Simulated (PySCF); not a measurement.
# How methods differ on the excitation energy of Ca

Ca [Ar] 4s2 (1S) → Ca [Ar] 4s1 4p1 (3P), as a difference of total energies. Calculation: PySCF 2.14, in ANO-RCC-VTZP; scalar relativity by spin-free X2C-1e. Correlated levels: valence: [Ar] frozen; valence and next inner shell: [Ne] frozen. The calculations carry no spin-orbit coupling.

```json
{"method": "UHF", "excitation energy (cm⁻¹)": "8424.9"}
{"method": "LDA", "excitation energy (cm⁻¹)": "15791"}
{"method": "PBE", "excitation energy (cm⁻¹)": "14515"}
{"method": "PBE0", "excitation energy (cm⁻¹)": "13748"}
{"method": "r2SCAN", "excitation energy (cm⁻¹)": "12459"}
{"method": "B97-3", "excitation energy (cm⁻¹)": "16162"}
{"method": "M06-L", "excitation energy (cm⁻¹)": "16262"}
{"method": "r2SCAN0", "excitation energy (cm⁻¹)": "12696"}
{"method": "BHandHLYP", "excitation energy (cm⁻¹)": "15147"}
{"method": "MP2 (valence)", "excitation energy (cm⁻¹)": "12085"}
{"method": "SCS-MP2 (valence)", "excitation energy (cm⁻¹)": "13075"}
{"method": "MP2 (valence and next inner shell)", "excitation energy (cm⁻¹)": "14085"}
{"method": "SCS-MP2 (valence and next inner shell)", "excitation energy (cm⁻¹)": "14619"}
```

Errors of the correlated levels include the incompleteness of this basis and the frozen core.

The basis was made for the ground configuration and has no added diffuse functions, so the excitation energy can come out too high.

Problem. Which method comes closest to the reference value, and which is furthest?

Solution. The reference is 15263 cm⁻¹ (measured; NIST levels, between the centres of gravity of the two terms). Closest: BHandHLYP (error -116.56 cm⁻¹); furthest: UHF (error -6838.2 cm⁻¹).
